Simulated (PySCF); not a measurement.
## Computed properties of ClH3SiZn, SMILES [SiH3][Zn][Cl]

Zn(Cl)(SiH3) (ClH3SiZn), SMILES [SiH3][Zn][Cl]. The structure is a stationary point at PBE0-D3(BJ)/def2-SVP. One conformer was computed; it need not be the lowest. All values are computed for the isolated molecule unless a solvent is named; none is compared with measurement here.

**Structure.** The optimised structure has C3v symmetry. All 12 harmonic modes at PBE0-D3(BJ)/def2-SVP (PySCF) are real, so it is a minimum. With heavy atoms numbered as in [Zn:1]([Cl:2])[SiH3:3], the shortest bond between them is Zn1–Cl2 at 2.121 Å and the longest Zn1–Si3 at 2.352 Å.

**Vibrations.** The strongest infrared lines (harmonic, unscaled, degenerate partners summed) lie at 856 cm⁻¹ (238 km/mol, H 91 %, Si 9 %), 2225 cm⁻¹ (168 km/mol, H 96 %), 930 cm⁻¹ (71 km/mol, H 98 %). The softest mode is at 85 cm⁻¹ and the zero-point energy is 16.0 kcal/mol.

**Electronic structure.** M06-2X/def2-TZVPD (PySCF) places the frontier levels at -9.13 and -0.70 eV, a gap of 8.43 eV, and gives a dipole moment of 2.18 D and a mean polarisability of 72.0 bohr³.

**Excitations.** TDDFT-PBE0/def2-SVPD (PySCF) has S1 at 6.15 eV (202 nm, f = 0.099, bright); the most intense of the 10 singlets computed lies at 7.11 eV (f = 0.62). Strengths of degenerate partners are summed. T1 (TDA) is at 5.17 eV. No vertical singlet excitation falls in the visible range (under 3.1 eV).

**NMR.** GIAO shifts at HF/pcSseg-1 (PySCF) (non-relativistic, atoms alike by connectivity averaged): ¹H at 3.3 ppm against TMS; ²⁹Si at -122.7 ppm against TMS. Without spin–orbit terms, shifts of atoms bonded to Cl or Br come out too high.
